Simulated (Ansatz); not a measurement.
Cost and result for the atomization energy of `C[P+](C)(C)[Ag-][OH]` (16 atoms, 15 bonds).

Cartesian coordinates in Å:
```
C 0.2684 -1.3843 -1.1067
P -0.0322 0.0434 -0.0195
C 0.3108 1.4624 -1.1060
C -1.8462 0.0713 0.1232
Ag 1.1224 0.0094 1.9615
O 2.0912 0.0785 3.6971
H 1.3309 -1.4391 -1.3481
H -0.3092 -1.3065 -2.0313
H -0.0075 -2.3020 -0.5851
H 0.0653 2.3877 -0.5825
H -0.2699 1.4051 -2.0301
H 1.3744 1.4843 -1.3479
H -2.1524 0.9576 0.6809
H -2.3223 0.0807 -0.8606
H -2.1791 -0.8072 0.6778
H 2.5554 -0.7413 3.8773
```

The species carries charge 0 and has multiplicity 1. Correlated methods include outer-core shells of Ag, which these sets cover unevenly. Ag takes the def2 core potential. The structure was optimised at the PBE0-D4/def2-TZVP level. It is one conformer, not always the lowest. Program: Ansatz. All runs use 2 threads of an AMD EPYC 7R13 on a shared host and a share of an NVIDIA H100 80 GB. Times are those of one run each, without the atoms' runs, and a repeat can differ threefold. Electronic energies, without spin–orbit coupling; frozen cores. CCSD(T)/CBS adds CCSD(T) − MP2 in def2-TZVPP to the MP2 limit, and its time is that of the two runs behind it. T1 = 0.016. With those shells the extrapolation isn't a true limit. B3LYP takes the VWN-RPA correlation (the form of Gaussian; ORCA's B3LYP/G).

CCSD(T)/CBS is a level of theory with its own doubt, some kJ/mol a heavy atom from the limit and from the frozen cores, so smaller differences don't rank the functionals.

```tsv
level	functions	wall time	atomization (kJ/mol)	difference from CCSD(T)/CBS	per bond
BLYP-D4/def2-TZVPP	362	6 s	5632.5	-13.4	-0.9
revPBE-D4/def2-TZVPP	362	6.5 s	5613.0	-32.9	-2.2
PBE-D4/def2-TZVPP (with forces)	362	8 s	5738.3	92.4	6.2
PBE0-D4/def2-TZVPP	362	8 s	5632.9	-13.0	-0.9
B3LYP-D4/def2-TZVPP (with forces)	362	9 s	5633.8	-12.1	-0.8
BHLYP-D4/def2-TZVPP	362	10 s	5468.0	-177.9	-11.9
B2PLYP/def2-TZVPP	362	11 s	5564.2	-81.7	-5.4
PBE-QIDH/def2-TZVPP	362	12 s	5583.4	-62.5	-4.2
ωB97X-V/def2-TZVPP	362	12 s	5653.9	8.0	0.5
MP2/def2-QZVPP	686	14 s	5653.9	8.0	0.5
CCSD(T)/def2-SVP	155	15 s	5295.7	-350.2	-23.3
CCSD(T)/def2-TZVPP	362	37 s	5487.9	-158.0	-10.5
CCSD(T)/CBS(def2)	–	51 s	5645.9	0.0	0.0
```

The D4 term adds +65.2 kJ/mol with B3LYP and +34.7 kJ/mol with PBE0; it sums over pairs of atoms, weighted by their polarisabilities, and B3LYP, whose exchange is more repulsive, gets the larger term. From r2SCAN to r2SCAN0 (25 % exact exchange), in def2-TZVPP and without D4, the atomization energy moves by −93.0 kJ/mol: exact exchange takes away binding that semilocal exchange gives to molecules. At CCSD(T), def2-SVP lies −350.2 kJ/mol from the extrapolated value and def2-TZVPP −157.9 kJ/mol: correlation converges slowly with the basis, and small sets miss more of it in the bonded molecule than in its fragments.
